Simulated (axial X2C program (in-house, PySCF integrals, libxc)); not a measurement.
## Correcting the dissociation energy of CsS⁺ for spin–orbit coupling

A spin-free CCSD(T) curve (one-electron X2C) was computed with an in-house relativistic program for diatomic molecules, basis Cs dyall-cv3z [15s15p9d4f1g], S dyall-av3z [9s8p3d2f] (cores contracted in-house), for the state M_S = 1, Λ = 0 (beyond evenly filled blocks: π+α, π-α). It gives D0 = 0.223 eV to Cs+ + S, which in a spin-free picture are the weighted means of the ground terms.

Correlated methods: 14 electrons correlated (number of frozen shells: Cs 4 s, 3 p, 2 d; S 2 s, 1 p), 296 virtual spin orbitals or spinors in MP2, 90 natural virtuals in coupled cluster.

Measured levels of the ground terms (NIST Handbook of Basic Atomic Spectroscopic Data), in cm⁻¹: Cs+ 1S: J = 0 at 0; S 3P: J = 2 at 0, J = 1 at 396.1, J = 0 at 573.6.

The molecular state has Λ = 0, so it has no first-order lowering.

**Question.** How far does each ground level lie under the (2J+1)-weighted mean of its term?

**Answer.** Cs+: a single level, 0; S: (5 × 0 + 3 × 396.1 + 1 × 573.6)/9 = 196 cm⁻¹.

**Question.** Correct D0.

**Answer.** D0 = 0.223 + (0 − 196)/8065.5 = 0.199 eV at CCSD(T) with these spin–orbit terms. The direct two-component run gives 0.200 eV; the difference holds second-order terms in the molecule, scalar two-electron terms, the gap between measured and computed atomic splittings (a 2c atom can miss part of its lowering) and, in coupled cluster, the truncation of each run.

Second-order spin–orbit effects in the molecule, which grow quickly with Z, are left out. The state is one determinant whose occupation by symmetry is held fixed; it was picked as the lowest of a PBE0 search that is not exhaustive. De is counted from the lowest determinant-based energies of the atoms at the same level, without counterpoise correction. Coupled cluster ran in a truncated set of natural virtual spinors; the MP2 energy of the rest was added. (T) has no such correction and the atoms are truncated less, which lowers De at CCSD(T) by a hundredth of an eV or more. Other states lie close and PBE0, whose exact exchange favours high spin, may order them wrongly; the determinant shown need not be the ground state. The nearest other spin-free determinant of the search, M_S = 1, Λ = 1, lies 0.33 eV up at the distance of the search.
